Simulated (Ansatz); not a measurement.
## Reading a saddle point

A first-order saddle point of SiH5BrO, singlet, PBE0-D4/def2-TZVP, with one imaginary mode of 201i cm⁻¹:

```json
{"atom": "Si1", "x (Å)": "-0.3729", "y (Å)": "0.4062", "z (Å)": "-0.5289"}
{"atom": "Br2", "x (Å)": "0.7880", "y (Å)": "-1.7121", "z (Å)": "-1.2228"}
{"atom": "H3", "x (Å)": "-1.5853", "y (Å)": "-0.1382", "z (Å)": "-1.1857"}
{"atom": "H4", "x (Å)": "-1.0186", "y (Å)": "1.3640", "z (Å)": "0.4434"}
{"atom": "H5", "x (Å)": "0.5098", "y (Å)": "1.2576", "z (Å)": "-1.3465"}
{"atom": "H6", "x (Å)": "0.9459", "y (Å)": "-1.0276", "z (Å)": "0.8858"}
{"atom": "O7", "x (Å)": "0.5951", "y (Å)": "-0.1225", "z (Å)": "1.0548"}
{"atom": "H8", "x (Å)": "0.1379", "y (Å)": "-0.0274", "z (Å)": "1.8999"}
```

Program: Ansatz 0.2.0. Basis: def2-TZVPP and def2-QZVPP. Cores are frozen in the correlated methods. Filled d shells of the heavier atoms are correlated. The def2 sets are not built for correlating such inner shells, so the correlated values are less sure here. Extrapolation: Hartree–Fock as exp(−7.88 √X), correlation as X^−2.97.

(1) Which contacts change along the imaginary mode, and what lies on either side? (Judge from chemistry; the calculation decides.)

(2) Which side is lower, and how far does the saddle lie above each? (To be estimated.)

T1 diagnostic: at most 0.009.

Results:

(1) Computed: The step is SiH₃Br ([SiH3][Br]) + H₂O → SiH₄O ([OH][SiH3]) + HBr, with the molecules in contact on both sides. Shortening one way: Si1–O7, Br2–H6; lengthening the same way: Si1–Br2, H6–O7.
```csv
pair,one side (Å),saddle (Å),other side (Å)
Si1–O7,3.19,1.93,1.66
Br2–H6,2.79,2.22,1.44
Si1–Br2,2.24,2.51,4.50
H6–O7,0.96,0.99,1.87
```

(2) Computed: The side with Si1–Br2, H6–O7 short is lower by 4.7 kJ/mol; the saddle lies 88.1 kJ/mol above it and 83.4 kJ/mol above the other (CCSD(T) at an estimated basis limit (MP2 extrapolated from triple and quadruple zeta, plus CCSD(T) − MP2 in triple zeta); electronic energies).

The step is the kind of ligand exchange by which a precursor binds to a hydroxyl group, or is hydrolysed, in atomic layer deposition of oxides.

Labels in which every atom is bracketed show which atoms are joined, not bond orders.

For scale, one of the runs: CCSD(T)/def2-TZVPP, 191 basis functions, launched by `ansatz run in.yaml --threads 4 --pin off --events-out ev --progress --plain --max-ram 9574MiB`. Time: 50 s of wall clock on 4 CPU threads of an Arm Neoverse V2; the host was shared. Peak host memory: 2.1 GiB.
